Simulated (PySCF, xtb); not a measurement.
CHCl, SMILES Cl[CH] (connectivity only; charge and spin as stated), neutral, multiplicity 1.

Harmonic wavenumbers (cm⁻¹) from GFN2-xTB run with xtb 6.7.1 at its own minimum, in rising order: 885, 1188, 2755.

**Question.** What does PBE-D3(BJ)/def2-TZVPD run with PySCF give at its own minimum? (Estimate from the structure and the level; the computed values follow.)

**Answer.** 796, 1192, 2798. Paired by order, the mean absolute difference is 45 cm⁻¹ and the zero-point energies are 6.9 and 6.8 kcal/mol.
